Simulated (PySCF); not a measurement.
Calculation: PySCF with PBE-D3(BJ)/def2-TZVP // B3LYP-D3(BJ)/def2-TZVP. All species are isolated molecules in the gas phase. 

Reference species (SMILES): `[CH](F)F` (neutral, multiplicity 2).

| Item | Result |
|---|---|
| highest occupied spin orbital | -5.17 eV |
| dipole moment | 1.23 D |

Changed species: `[BH2]` (radical fragment; the reference has radical fragment).

### Question
Give the shifts of the highest occupied spin orbital and dipole moment.

### Answer
the highest occupied spin orbital rises by 0.25 eV, to -4.92 eV; the dipole moment falls by 0.72 D, to 0.51 D.
